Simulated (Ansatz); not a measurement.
Cost and result up the ladder for `CN(C)c1ccc(F)c(C#N)c1N(C)C` (29 atoms). The state is a singlet with charge 0. Geometry: r2SCAN-D4/def2-SVP.

```xyz
29

C     2.384   -0.054    0.066
N     1.399   -0.249   -0.990
C     1.979   -0.810   -2.189
C     0.136   -0.728   -0.592
C    -0.354   -1.951   -1.075
C    -1.586   -2.485   -0.682
C    -2.351   -1.768    0.216
F    -3.539   -2.236    0.608
C    -1.937   -0.510    0.701
C    -2.889    0.237    1.453
N    -3.695    0.840    2.042
C    -0.676    0.036    0.316
N    -0.236    1.255    0.813
C    -0.534    1.700    2.160
C     0.160    2.312   -0.099
H     1.916    0.422    0.936
H     2.835   -1.015    0.390
H     3.192    0.600   -0.299
H     1.239   -0.821   -3.003
H     2.368   -1.844   -2.056
H     2.826   -0.180   -2.501
H     0.270   -2.539   -1.750
H    -1.939   -3.451   -1.047
H     0.343    2.251    2.546
H    -0.712    0.837    2.816
H    -1.412    2.369    2.225
H     0.495    1.881   -1.051
H    -0.678    3.011   -0.288
H     0.996    2.890    0.333
```

Ansatz on 4 threads of Arm Neoverse V2 on a shared host. Times are rough, and most runs start from the orbitals of an earlier one. PBE0-D4/def2-TZVP serves as the yardstick here, not as an exact answer. Differences are given only for rows in sets of like size (and for xTB, whose basis is part of the method), since another set adds its own error. Binding counts from free atoms at the same level (C triplet, N quartet, F doublet, H doublet; other spins of the atoms weren't run), without zero-point energy or a counterpoise term.

Correlated methods freeze 15 core orbitals. The rows differ in basis, and correlated rows in double-zeta sets carry the largest basis error.

Run but left out: HF/STO-3G (restricted singlet, unstable in another Hartree–Fock run and untested here).

Correlated methods converge slowly with the basis, most of all in double-zeta sets.

```tsv
level	functions	wall time	binding energy per atom (eV)	difference from PBE0-D4/def2-TZVP (eV)	remarks
PBE-D4/def2-SVP	280	7 s	4.84	–	–
PBE0-D4/def2-SVP	280	13 s	4.72	–	–
MP2/def2-SVP	280	15 s	4.49	–	restricted SCF unstable
PBE-D4/def2-TZVP (with forces)	549	18 s	4.77	0.12	–
r2SCAN-D4/def2-TZVP (with forces)	549	34 s	4.60	-0.05	–
PBE0-D4/def2-TZVP	549	36 s	4.65	0.00	–
```
